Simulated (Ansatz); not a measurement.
`NB[SeH]` + `O[SiH2][AlH2]` → `B[SeH]` + `[NH2][AlH][SiH2]O`  (redistribution)

Gas-phase electronic energies from Ansatz, PBE0-D4/def2-TZVP geometries. CCSD(T)/CBS adds triple-zeta CCSD(T) − MP2 to the extrapolated MP2 energy (def2 sets, frozen cores). DFT in def2-TZVPP. For Se outer-core shells are correlated without core-valence functions, which leaves a few kJ/mol of doubt a bond. Scalar relativity is left out up to krypton. One conformer a species, not always the lowest.

| level | ΔE (kJ/mol) |
| --- | --- |
| revPBE-D4 | 17.2 |
| PBE0-D4 | 19.5 |

Problem. What does CCSD(T)/CBS give? (An estimate is asked.)

Solution. Computed: +10.7 kJ/mol. The listed levels differ from it by 6.5, 8.8 kJ/mol.

Largest T1 diagnostic among the species: 0.013.

From BLYP to BHLYP (50 % exact exchange), in def2-TZVPP and without D4, ΔE moves by +6.5 kJ/mol. At CCSD(T), def2-SVP lies +15.7 kJ/mol from the extrapolated value and def2-TZVPP +1.3 kJ/mol. In def2-TZVPP, CCSD(T) changes the Hartree–Fock value by −8.4 kJ/mol (the triples alone add −1.5 kJ/mol) and MP2 by −8.6 kJ/mol.
